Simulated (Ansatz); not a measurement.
Reactions of ClH$_{3}$O$_{2}$SZr, SMILES `[OH][Zr]([OH])([SH])[Cl]`.

Isolated molecules relaxed with PBE0-D4/def2-TZVP in Ansatz; ΔE leaves out vibrations. CBS: MP2 limit from def2 TZ/QZ plus the TZ coupled-cluster correction, frozen cores. This one scheme is used for every species. def2 core potentials past Kr. For Zr outer-core shells are correlated without core-valence functions, which leaves a few kJ/mol of doubt a bond. One conformer a species, not always the lowest.

Task: Order these by ΔE at CCSD(T)/CBS, lowest first. (Estimate.)
A. `[OH][Zr]([OH])([SH])[Cl]` + benzene → `[OH][Zr]([OH])([Cl])[c]1ccccc1` + H₂S
B. `[OH][Zr]([OH])([SH])[Cl]` + H₂O → `[OH][Zr]([OH])([OH])[Cl]` + H₂S
C. `[OH][Zr]([OH])([SH])[Cl]` + CH₃OH → `C[O][Zr]([OH])([OH])[SH]` + HCl
D. `[OH][Zr]([OH])([SH])[Cl]` + HCl → `[OH][Zr]([OH])([Cl])[Cl]` + H₂S
E. `[OH][Zr]([OH])([SH])[Cl]` + H–F → `[OH][Zr]([OH])([F])[SH]` + HCl
F. `[OH][Zr]([OH])([SH])[Cl]` + H–F → `[OH][Zr]([F])([SH])[Cl]` + H₂O
G. `[OH][Zr]([OH])([SH])[Cl]` + H₂O → `[OH][Zr]([OH])([OH])[SH]` + HCl
H. `[OH][Zr]([OH])([SH])[Cl]` + acetylene → `C#[C][Zr]([OH])([OH])[Cl]` + H₂S

Result: D (-16.2 kcal/mol), F (-9.6 kcal/mol), B (-6.9 kcal/mol), E (-1.4 kcal/mol), C (+6.7 kcal/mol), G (+10.3 kcal/mol), H (+15.8 kcal/mol), A (+31.3 kcal/mol).

Largest T1 diagnostic: 0.017, for `[OH][Zr]([OH])([F])[SH]`.
